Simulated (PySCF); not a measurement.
B2F4, charge +1, doublet, geometry from GFN2-xTB (a state made from the parent by changing its charge; the spin is typed, not shown lowest).

Input for PySCF:
```python
from pyscf import gto, scf, dft

mol = gto.Mole()
mol.atom = '''
    F    -1.526708   -0.947127    0.671788
    B    -0.979679   -0.056707   -0.049235
    F    -1.550747    0.768993   -0.826450
    B     0.979679    0.056707    0.049235
    F     1.625689   -0.731104   -0.708384
    F     1.451766    0.909237    0.863046
'''
mol.basis = 'sto-3g'
mol.charge = 1
mol.spin = 1
mol.verbose = 5
mol.build()

mf = dft.UKS(mol)
mf.xc = 'pbe0'
mf.kernel()
mf.analyze()
```

**Question.** What does this run give for the number of basis functions, HOMO energy, total energy, nuclear repulsion energy?

**Answer.** 
The number of basis functions is 30, the HOMO energy is -13.49 eV and the total energy is -442.2145 Eh. The nuclear repulsion energy is 203.0136 Eh.

These values belong to the state on which the SCF converged, which isn't shown to be the lowest.
